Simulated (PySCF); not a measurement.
A calculated (MN15, PySCF 2.14, cc-pV(T+d)Z, the non-relativistic Hamiltonian (point nucleus)) atom or ion has these occupied shells.

```tsv
shell	electrons	orbital energy (eV)	rms radius, mean of both spins (bohr)
1s α	1	-2747.4	0.106
1s β	1	-2747.1	0.106
2s α	1	-264.16	0.493
2s β	1	-263.82	0.493
2p α	3	-210.33	0.453
2p β	3	-210.03	0.453
3s α	1	-35.643	1.62
3s β	1	-32.681	1.62
3p α	3	-22.729	1.84
3p β	1	-20.823	1.84
```

Task: Name the element and its charge.

Result: Cl⁺ (chlorine, charge +1), in [Ne] 3s2 3p4, high-spin 3P determinant.
